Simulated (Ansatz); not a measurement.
Basis-set series for C2H5F2GaO, SMILES `CC[O][Ga]([F])[F]`. Charge 0, multiplicity 1. All single points use the PBE0-D4/def2-TZVP geometry. It is one conformer, not always the lowest.

```tsv
atom	x (Å)	y (Å)	z (Å)
C1	0.145	0.831	1.100
C2	0.372	-0.621	0.752
O3	0.733	-0.804	-0.610
Ga4	-0.354	-0.388	-1.922
F5	-2.001	0.113	-1.665
F6	0.166	-0.496	-3.569
H7	-0.065	0.942	2.167
H8	-0.713	1.235	0.553
H9	1.029	1.426	0.862
H10	1.205	-1.025	1.335
H11	-0.517	-1.214	0.999
```

| functional | basis | functions | energy (Eh) | HOMO (eV) | LUMO (eV) |
| --- | --- | --- | --- | --- | --- |
| PBE0-D4 | def2-TZVPP | 273 | -2278.62989 | -8.69 | -1.56 |
| PBE0-D4 | def2-QZVPP | 524 | -2278.69486 | -8.72 | -1.66 |
| ωB97M-V | def2-TZVPP | 273 | -2279.03031 | -11.09 | 0.36 |
| ωB97M-V | def2-QZVPP | 524 | -2279.09252 | -11.13 | 0.09 |

Give the rows for def2-SVP. (Estimate.)

The calculation gave: 
```csv
functional,basis,functions,energy (Eh),HOMO (eV),LUMO (eV)
PBE0-D4,def2-SVP,127,-2277.95372,-8.60,-1.45
ωB97M-V,def2-SVP,127,-2278.34331,-10.98,0.49
```

Positive LUMOs are unbound and depend on the basis. Scalar relativity is left out up to krypton.

All numbers were calculated with Ansatz.
